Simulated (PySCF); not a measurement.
A run for PySCF: R-BP86/6-31G* on GeH4O2 (SMILES [OH][GeH2][OH]).

```python
from pyscf import gto, scf, dft, mp
from pyscf.data.elements import chemcore

mol = gto.M(
    atom='''
    O     1.00359382   -0.95433350   -0.00968551
    Ge   -0.47690790    0.02248636   -0.24237354
    O    -0.30372657    1.59505425    0.58343886
    H     1.78806361   -0.53920456   -0.38303570
    H    -0.67766233    0.40253068   -1.71474951
    H    -1.57730660   -0.84070289    0.38618405
    H    -0.19935862    1.50038717    1.53632849
    ''',
    basis='6-31g*',
    cart=True,
    charge=0, spin=0, verbose=3, max_memory=1800)
mf = dft.RKS(mol, xc='b88,p86')
mf.conv_tol = 1e-8
mf.max_cycle = 100
mf.kernel()
if not mf.converged:
    mf = mf.newton().run(mf.mo_coeff, mf.mo_occ)
```

### Question
Give the final energy of this run.

### Answer
-2229.8650 hartree.
